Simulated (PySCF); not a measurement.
This script is equivalent to a calculation on Cd²⁺ (cadmium, charge +2).

```python
from pyscf import gto, scf, dft, mp, cc
import basis_set_exchange as bse
txt = bse.get_basis("aug-cc-pwCVDZ-PP", elements=["Cd"], fmt="nwchem", header=False)
cut = txt.index("\nECP")
mol = gto.M(atom="Cd 0 0 0", charge=2, spin=0, symmetry="D2h",
            basis=gto.basis.parse(txt[:cut]),
            ecp={"Cd": gto.basis.parse_ecp(txt[cut:])})
mf = dft.UKS(mol, xc="PBE")
mf.irrep_nelec = {'Ag': (3, 3), 'B1g': (1, 1), 'B2g': (1, 1), 'B3g': (1, 1), 'B1u': (1, 1), 'B2u': (1, 1), 'B3u': (1, 1)}
mf.kernel()
```

Q: What total energy does it give?

A: -166.767 hartree (calculated).

Q: Which occupied shell lies highest, and where?

A: 4d, at -30.283 eV.

Energies and moments cover only the electrons outside the core potential.
